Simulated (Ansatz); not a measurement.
`[SiH3][O][Mg][Cl]` + H₂S → `[SiH3][O][Mg][SH]` + HCl  (ligand exchange at a Mg–Cl bond)

Program: Ansatz. Geometries: PBE0-D4/def2-TZVP. ΔE: electronic, gas phase. CCSD(T)/CBS adds triple-zeta CCSD(T) − MP2 to the extrapolated MP2 energy (def2 sets, frozen cores). This one scheme is used for every species. DFT in def2-TZVPP. For Mg outer-core shells are correlated without core-valence functions, which leaves a few kJ/mol of doubt a bond. One conformer a species, not always the lowest.

Q: Is it downhill or uphill in electronic energy at CCSD(T)/CBS, and by how much? (An estimate is asked.)

A: The calculation gave: Uphill: ΔE = +65.7 kJ/mol.

Q: What do these levels give: B97M-V, CAM-B3LYP-D4, ωB97M-V, r2SCAN0, MP2/def2-QZVPP, MP2/CBS(def2)? (Best estimate.)

A: Computed: B97M-V 67.7, CAM-B3LYP-D4 69.8, ωB97M-V 67.5, r2SCAN0 68.8, MP2/def2-QZVPP 66.3, MP2/CBS(def2) 66.4 kJ/mol.

Largest T1 diagnostic among the species: 0.010.

From BLYP to BHLYP (50 % exact exchange), in def2-TZVPP and without D4, ΔE moves by +6.3 kJ/mol. At CCSD(T), def2-SVP lies +7.2 kJ/mol from the extrapolated value and def2-TZVPP −1.2 kJ/mol. Leaving LDA and LC-ωPBE aside and taking each functional with its dispersion term where it has one, the values, not all of them listed here, spread over 11.3 kJ/mol, from PBE-D4 to BHLYP-D4.
